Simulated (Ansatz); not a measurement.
Compare A (`C[SiH](Cl)[SiH2]O`) with its isomer B (`CO[SiH]([SiH3])Cl`).

Computed with Ansatz on PBE0-D4/def2-TZVP structures; ΔE is electronic, products minus reactants. CCSD(T)/CBS is the MP2 limit (def2-TZVPP, def2-QZVPP) plus CCSD(T) − MP2 in def2-TZVPP, frozen cores. DFT in def2-TZVPP. B3LYP here is the variant with VWN-RPA as its local correlation; programs differ in this. One conformer a species, not always the lowest.

Q: Which isomer does CCSD(T)/CBS put lower? Give the gap. (Best estimate.)

A: Computed: A, by 19.6 kcal/mol.

Q: Give E(B) − E(A) in kcal/mol with CCSD(T)/def2-TZVPP, PBE0-D4, ωB97M-V, PBE-D4, B2PLYP, B3LYP, B3LYP-D4. (Estimate.)

A: Ansatz gave: CCSD(T)/def2-TZVPP 18.5, PBE0-D4 19.4, ωB97M-V 19.2, PBE-D4 19.1, B2PLYP 18.3, B3LYP 17.4, B3LYP-D4 17.8. None reverses the order clearly.

Largest T1 diagnostic: 0.012.

In def2-TZVPP, CCSD(T) changes the Hartree–Fock value by +2.8 kcal/mol (the triples alone add +0.2 kcal/mol) and MP2 by +4.7 kcal/mol.
